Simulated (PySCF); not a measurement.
H5NSiTe, SMILES N[Te][SiH3].

Geometry optimised at PBE0-D3(BJ)/def2-SVP. The def2 effective core potentials stand for the cores of Te; spin–orbit coupling is left out. The values are those of a single conformer.

Computed with PBE0/def2-TZVPD (PySCF).

Symmetry labels are those of the subgroup Cs that the program uses (full group Cs).

Computed valence orbital energies around the gap with their symmetry:
| orbital | symmetry | energy (eV) |
|---|---|---|
| HOMO−7 | A' | -14.80 |
| HOMO−6 | A" | -13.66 |
| HOMO−5 | A' | -10.96 |
| HOMO−4 | A' | -10.19 |
| HOMO−3 | A" | -10.08 |
| HOMO−2 | A' | -8.87 |
| HOMO−1 | A' | -7.48 |
| HOMO | A" | -6.40 |
| LUMO | A' | -1.49 |
| LUMO+1 | A' | -0.45 |
| LUMO+2 | A' | 0.03 |
| LUMO+3 | A" | 0.71 |
